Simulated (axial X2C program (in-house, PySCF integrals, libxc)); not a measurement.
**Potential curves of SbSe⁺, spin-free**

Calculated with an in-house relativistic program for diatomic molecules. Spin-free means the one-electron spin-free X2C Hamiltonian. Basis: Sb dyall-v3z [11s12p8d1f], Se dyall-v3z [8s9p6d1f] (cores contracted in-house); Gaussian nuclei, density fitting, unrestricted open shells. Masses: Sb 120.904 u, Se 79.917 u.

State: M_S = 0, Λ = 0 (closed shell). Energies in kJ/mol from the fragments at the same level (Sb + Se+ for HF; Sb+ + Se for PW91, MP2). Fits are polynomials in 1 − R0/R over 0.85 to 1.23 times the lowest point R0.

| R (Å) | HF | PW91 | MP2 |
| --- | --- | --- | --- |
| 1.9723 | -34.88 | -321.59 | -276.75 |
| 2.0630 | -125.26 | -421.91 | -378.83 |
| 2.1310 | -160.67 | -466.65 | -424.73 |
| 2.1990 | -175.18 | -491.80 | -451.08 |
| 2.2670 | -173.59 | -501.95 | -462.55 |
| 2.3463 | -156.45 | -499.59 | -462.05 |
| 2.4257 | -127.29 | -486.12 | -450.87 |
| 2.5277 | -78.01 | -457.83 | -426.04 |
| 2.6524 | -7.32 | -413.31 | -385.27 |
| 2.8337 | 101.93 | -340.74 | -304.82 |

Correlated methods: 20 electrons correlated (number of frozen shells: Sb 4 s, 3 p, 1 d; Se 3 s, 2 p, 1 d), 186 virtual spin orbitals or spinors in MP2.

The state is one determinant whose occupation by symmetry is held fixed; it was picked as the lowest of a PBE0 search that is not exhaustive. Closed shells are restricted here (equal orbitals for both partners); the stretched side of such a curve lies too high. De is counted from the lowest determinant-based energies of the atoms at the same level, without counterpoise correction. The functionals have no current-density term, which raises determinants with orbital currents, atoms included. Spin-free De lacks the spin–orbit lowering of the heavy p-block atom, a tenth of an eV or more for 4p and 5p, up to an eV for 6p and one to two eV for 7p atoms, less what an open-shell molecule gains itself. MP2 and coupled cluster on one determinant become unreliable at the stretched end.

Q: What are Re, ωe and De at the HF level?

A: At HF, spin-free: Re = 2.225 Å, ωe ≈ 428 cm⁻¹, De = 1.83 eV to Sb + Se+; Be follows as 0.0708 cm⁻¹.

Q: Fit the PW91 curve near its minimum: give the equilibrium distance, the harmonic wavenumber and the well depth.

A: At PW91, spin-free: Re = 2.292 Å, ωe ≈ 360 cm⁻¹, De = 5.21 eV to Sb+ + Se; Be follows as 0.0667 cm⁻¹.

Q: Fit the MP2 curve near its minimum: give the equilibrium distance, the harmonic wavenumber and the well depth.

A: At MP2, spin-free: Re = 2.302 Å, ωe ≈ 347 cm⁻¹, De = 4.81 eV to Sb+ + Se; Be follows as 0.0661 cm⁻¹.
